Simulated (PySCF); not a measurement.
CHF, SMILES F[CH] (connectivity only; charge and spin as stated), neutral, multiplicity 1.

The structure is a stationary point at B3LYP-D3(BJ)/def2-TZVPD. The isomer is the one that the SMILES or the coordinates give; other isomers of the formula were not compared.

All values below come from PySCF with PBE/def2-TZVPD.

Gas-phase values at a fixed geometry.

Problem. Estimate the frontier levels, gap, dipole moment and polarisability. (The exact figures need the calculation; the answer reports its results.)

Solution. 
The highest occupied level is -5.79 eV. The lowest empty level comes out as -4.20 eV. The orbital gap is 1.59 eV and the dipole moment is 1.49 D. The quadrupole, principal values (traceless, Buckingham form, about the centre of nuclear charge) comes out as -3.67, 1.83, 1.84 D·Å and the mean static polarisability is 17.3 bohr³ (2.56 Å³). The polarisability, principal values comes out as 14.9, 17.5, 19.5 bohr³.
